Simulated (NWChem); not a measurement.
# C2H5FSi; SMILES C([SiH3])(F)=C

Task: Give the equilibrium geometry at PBE-D3(BJ)/def2-SVP (NWChem) as an XYZ file, with the point group.

Result: point group Cs; any orientation.
```
9

C     -1.1747    -1.3117     0.0000
C     -0.0635    -0.5558     0.0000
F      1.1593    -1.1535     0.0000
Si     0.0279     1.3371     0.0000
H     -2.1643    -0.8345     0.0000
H     -1.1140    -2.4117     0.0000
H     -1.3714     1.8819     0.0000
H      0.7680     1.8075    -1.2202
H      0.7680     1.8075     1.2202
```
